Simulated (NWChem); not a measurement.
## Basis-set convergence for H₂GeO

```xyz
4

Ge     0.2431     0.3088     0.0000
H      1.4668    -0.7541     0.0000
O     -1.0608    -0.9123     0.0000
H     -0.7595    -1.8280     0.0000
```
Charge 0, spin multiplicity 1.

The numbers come from NWChem runs, not from measurements. The geometry was optimised at PBE0/def2-SVP, a minimum by its harmonic frequencies. It is one conformer; others weren't searched.

Quantity: vertical ionisation energy at the level ΔPBE (Δ: difference of total energies, the cation a doublet at the parent's geometry with its hole in an orbital of symmetry a' (Cs labels); it is the state that the SCF runs reached, from PBE0 orbitals for Hartree-Fock references, and need not be the lowest).

The Hamiltonian is non-relativistic. The Pople sets run with spherical d functions. The structure started from a generated list of species. The stability of the SCF solutions was not checked.

The cost column gives rough processor time relative to 3-21G; each entry includes its own SCF.

Question: In pcseg-2 the value is 9.38 eV. Among 3-21G, cc-pVDZ, def2-SVP, 6-311G**, aug-cc-pVDZ, aug-pcseg-1, def2-SVPD, which is the smallest basis within 0.05 eV of it?

Answer: 6-311G**, with 74 functions against 101 (also within reach: aug-cc-pVDZ, aug-pcseg-1, def2-SVPD). pcseg-2 isn't the basis-set limit itself, and a small set can land close by cancellation.

| basis | functions | vertical ionisation energy (eV) | relative cost |
|---|---|---|---|
| 3-21G | 35 | 9.06 | 1 |
| cc-pVDZ | 51 | 9.28 | 5 |
| def2-SVP | 56 | 9.30 | under 3 |
| 6-311G** | 74 | 9.35 | under 3 |
| aug-cc-pVDZ | 77 | 9.38 | 10 |
| aug-pcseg-1 | 77 | 9.42 | 3 |
| def2-SVPD | 77 | 9.40 | under 3 |
| pcseg-2 | 101 | 9.38 | 6 |
